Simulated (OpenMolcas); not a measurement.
## Levels of N⁺ by method

```yaml
Program: OpenMolcas 26.06
Basis: ANO-R3 [4s4p2d1f]
Scalar_Hamiltonian: X2C, finite nucleus
Active_space: 2 electrons in 9 orbitals (RAS2 2p; RAS3 3s 3d, at most 1 electron)
State_averaging: 2S+1 = 3 even, 3 roots; 2S+1 = 1 even, 6 roots; 2S+1 = 3 odd, 3 roots; 2S+1 = 1 odd, 3 roots
Spin-orbit_coupling: state interaction with AMFI integrals over the reference wave functions, term energies averaged over their components
```

Methods on the same reference wave functions:
A. RASSCF
B. SS-RASPT2, IPEA 0.25 Eh, imaginary shift 0.1 Eh (closed shells correlated: 1s 2s)

Energies in eV above 2s² 2p² ³P₀, the measured ground level; measured values from NIST Handbook of Basic Atomic Spectroscopic Data.

```tsv
Level	A	B	Measured
2s² 2p² ³P₀	0.0000	0.0000	0.0000
2s² 2p² ³P₁	0.0058	0.0059	0.0060
2s² 2p² ³P₂	0.0174	0.0174	0.0162
2s² 2p² ¹D₂	2.2061	1.928	1.8990
2s² 2p² ¹S₀	5.4360	4.734	4.0529
2s² 2p 3s ³P°₀	18.5364	18.710	18.4623
2s² 2p 3s ³P°₁	18.5431	18.717	18.4662
2s² 2p 3s ³P°₂	18.5575	18.731	18.4831
2s² 2p 3s ¹P°₁	18.8460	19.027	18.4969
```

Deviations, from unrounded energies. A percentage is the sum of absolute deviations over the sum of measured energies, with the sign that they share, or ± where signs differ.

```
                        Against measurement  Levels      A      B
             mean absolute deviation (cm-1)       8   2300   2000
      fine structure of the ground term (%)       2   ±6.2   ±6.2
other terms of the ground configuration (%)       2  +28.4  +11.9
                   other configurations (%)       4   +0.8   +1.7
```

B lies closest to measurement on these levels. The largest miss of B in the table is 2s² 2p² ¹S₀, by +5500 cm-1. The ranking rests on the paired levels alone, and a cruder setting can come out closer through cancelling errors.

From A to B the spin-free energies of the other terms of 2s² 2p² shown, above ³P, scale by a factor of 0.87.

The lowest spin-free term lies below A's lowest term by 0.088 hartree in B.

Term energies are means over components that CASPT2 splits; among the terms shown or strongly mixed into the levels shown the widest spread is 95 cm-1 (2s² 2p² ¹D, B). ANO sets are built for valence states and can reach diffuse excited orbitals poorly. With the s shell closed, the reference lacks s² → p² mixing. No level of 2s² 2p 3d was computed, though it lies in the active space. Without dynamic correlation excited terms often stand tens of per cent too high (terms of higher spin than the ground term too low), and those without a measured partner can miss by more than the paired ones (holds for A). Some terms miss by over 15 % even with CASPT2, which points to a basis or an active space too small for the shells correlated (holds for B). Measured partners are found by configuration, term and J. A level has none where our copy of the source lacks it or the pairing is in doubt (some pairs that miss far off the trend of their configuration count as doubtful), and it then counts in no deviation. Levels of configurations outside the active space are missing.

° marks odd parity.
